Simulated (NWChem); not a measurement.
SiHCl₂, doublet; SMILES [SiH](Cl)Cl

Results from NWChem. Spin-unrestricted. In the optimisation the excess spin sits in a' (Cs, its own frame). Structure relaxed at the PBE0/def2-SVP, spin-unrestricted level. No stability test was run on the SCF state. Level MN15/def2-SVP: energy and gradient on several grids; changes count from the extra-fine grid, which is no exact limit either.

```
grid     size of the energy change (μHa)  largest change of a gradient component (μHa/bohr)  time, medium = 1 (rough)
-------  -------------------------------  -------------------------------------------------  ------------------------
xcoarse                             3000                                                900                   about 1
coarse                              < 10                                                100                   about 1
medium                              < 10                                                 60                   about 1
fine                                < 10                                               < 30                   about 1
xfine                               < 10                                               < 30                         2
```
